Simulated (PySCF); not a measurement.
A side-by-side comparison of computed properties.

First species: C4H5NSe.
SMILES: `CC1=N[Se]C=C1`

Second species: Transoidal hexafluoroacetone imine, C3HF6N.
SMILES: `N=C(C(F)(F)F)C(F)(F)F`

Levels: B3LYP/def2-SVPD for dipole moment, HOMO energy, LUMO energy, HOMO–LUMO gap, static isotropic polarisability and electronic spatial extent ⟨r²⟩ about the centre of nuclear charge; TDDFT B3LYP/def2-SVPD for lowest singlet excitation; TDA B3LYP/def2-SVPD for lowest triplet excitation (Tamm–Dancoff); ΔSCF B3LYP/def2-SVPD for vertical ionisation energy; PBE0-D3(BJ)/def2-SVP for rotational constant A and rotational constant C. Geometries: PBE0-D3(BJ)/def2-SVP. All species are isolated and taken at one optimised geometry, non-relativistic unless stated. Electronic properties by PySCF.

The conformers computed, where there is a choice (atom-mapped SMILES and torsion angles):
- `[NH:1]=[C:2]([C:3]([F:4])([F:5])[F:6])[C:7]([F:8])([F:9])[F:10]`: N1–C2–C3–F4 -7°, N1–C2–C7–F8 111°

```tsv
property	column X	column Y
dipole moment	1.64 D	2.23 D
HOMO energy	-9.16 eV	-6.77 eV
LUMO energy	-2.54 eV	-1.22 eV
HOMO–LUMO gap	6.62 eV	5.55 eV
lowest singlet excitation	5.01 eV	4.95 eV
lowest triplet excitation (Tamm–Dancoff)	4.08 eV	3.83 eV
static isotropic polarisability	48.8 au	78.7 au
vertical ionisation energy	11.74 eV	8.96 eV
electronic spatial extent ⟨r²⟩ about the centre of nuclear charge	1199 bohr²	804 bohr²
rotational constant A	2.184 GHz	6.255 GHz
rotational constant C	0.943 GHz	1.417 GHz
```

Which column belongs to which species?

Column X is the second species and column Y the first. The first has 11 atoms and 70 electrons, the second 11 and 80.

How does each property change from the first species to the second?

dipole moment -0.59 D; HOMO energy -2.39 eV; LUMO energy -1.32 eV; HOMO–LUMO gap +1.07 eV; lowest singlet excitation +0.06 eV; lowest triplet excitation (Tamm–Dancoff) +0.25 eV; static isotropic polarisability -29.9 au; vertical ionisation energy +2.78 eV; electronic spatial extent ⟨r²⟩ about the centre of nuclear charge +395 bohr²; rotational constant A -4.071 GHz; rotational constant C -0.474 GHz.

On the first: In atomic units the dipole is 0.88 e·bohr (1 au = 2.5417 D). The ΔSCF ionisation energy exceeds −ε(HOMO) by 2.19 eV with B3LYP. The calculation is non-relativistic and has no spin–orbit coupling, an omission that weighs most on selenium.

On the second: The dipole matches unit charges of opposite sign 0.34 Å apart (1 e·Å = 4.8032 D). The ΔSCF ionisation energy exceeds −ε(HOMO) by 2.58 eV with B3LYP.
